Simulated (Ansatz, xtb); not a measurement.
# Two isomers of C5H4F3NO

We compare I, `N#C[C@@H]1C[C@H](C(F)(F)F)O1`, a singlet, with II, `N#C[C@@H]1CO[C@H]1C(F)(F)F`, a singlet. Both are isolated molecules in the gas phase, relaxed with PBE-D3(BJ)/def2-SVP.

I (Å):

```yaml
atoms:
  - { symbol: C, position_ang: [-3.4275, -1.1869, 0.5992] }
  - { symbol: C, position_ang: [-2.1945, -0.3910, 0.5609] }
  - { symbol: C, position_ang: [-1.7303, 0.1028, -0.8357] }
  - { symbol: C, position_ang: [-0.5252, -0.8223, -0.5892] }
  - { symbol: C, position_ang: [-0.4201, -2.0320, -1.5151] }
  - { symbol: F, position_ang: [0.4985, -2.9079, -1.0688] }
  - { symbol: F, position_ang: [-0.0512, -1.6180, -2.7521] }
  - { symbol: F, position_ang: [-1.6009, -2.6772, -1.6253] }
  - { symbol: N, position_ang: [-4.4140, -1.8168, 0.6300] }
  - { symbol: O, position_ang: [-0.9954, -1.1897, 0.7223] }
  - { symbol: H, position_ang: [-2.2605, 0.3994, 1.3421] }
  - { symbol: H, position_ang: [-1.4902, 1.1793, -0.8776] }
  - { symbol: H, position_ang: [-2.3850, -0.1757, -1.6805] }
  - { symbol: H, position_ang: [0.4757, -0.3385, -0.5582] }
```

II (Å):

```xyz
14

C    -2.5250   -0.4920    0.8456
C    -1.1039   -0.2004    0.9175
C    -0.6792    1.2818    1.1320
C    -0.3387   -0.0351   -0.4268
C     0.8743   -0.9501   -0.5818
F     1.6238   -0.5860   -1.6366
F     0.4612   -2.2254   -0.7648
F     1.6565   -0.9184    0.5222
N    -3.6748   -0.7083    0.7853
O     0.0357    1.3086   -0.1210
H    -0.6080   -0.9080    1.6113
H    -1.5208    2.0062    1.1539
H    -0.0132    1.4507    2.0044
H    -0.9598   -0.1247   -1.3460
```

Problem. Estimate which is lower in electronic energy at CCSD(T)/def2-SVP + ΔMP2/def2-TZVPP, and by roughly how much.

Solution. CCSD(T)/def2-SVP + ΔMP2/def2-TZVPP gives E(II) − E(I) = −1.57 kJ/mol, slightly favouring structure II, which is too small a margin to settle the true order.

Level by level:

```tsv
level	geometry	E(II) − E(I) (kJ/mol)	departure from the last row (kJ/mol)	job, with rough time for the two
GFN2-xTB	GFN2-xTB	−5.22	−3.65	optimisation, 0.85 s
HF/STO-3G	GFN2-xTB	+2.98	+4.55	single point, 3.3 s
r2SCAN-D4/def2-SVP	GFN2-xTB	−1.49	+0.08	single point, 17 s
PBE-D3(BJ)/def2-SVP	PBE-D3(BJ)/def2-SVP	−1.37	+0.19	optimisation, 2.1 min
HF/def2-SVP	PBE-D3(BJ)/def2-SVP	−4.74	−3.18	part of the CCSD(T) run
MP2/def2-SVP	PBE-D3(BJ)/def2-SVP	−1.67	−0.11	part of the CCSD(T) run
CCSD(T)/def2-SVP	PBE-D3(BJ)/def2-SVP	−1.37	+0.19	single point
CCSD(T)/def2-SVP + ΔMP2/def2-TZVPP	PBE-D3(BJ)/def2-SVP	−1.57		single point, 11 min
```

As drawn, both hold the same kinds of bond in the same numbers.

The largest departure from CCSD(T)/def2-SVP + ΔMP2/def2-TZVPP is that of HF/STO-3G, 4.55 kJ/mol. The last row adds to CCSD(T) the change of the MP2 difference between the two basis sets, here −0.19 kJ/mol.

With thermal terms from frequencies at re-optimised GFN2-xTB minima (ideal gas, soft modes damped towards free rotors, one conformer each, 298.15 K, 1 atm): on the last row, ΔE + ΔZPE = −1.90, ΔH = −1.68, ΔG = −2.78 kJ/mol.

The correlated steps freeze 10 core orbitals. Programs: Ansatz 0.2.0, xtb 6.7.1; the last row on 2 threads of Intel(R) Xeon(R) Processor @ 2.50GHz (Skylake/Cascade Lake) on a shared host.
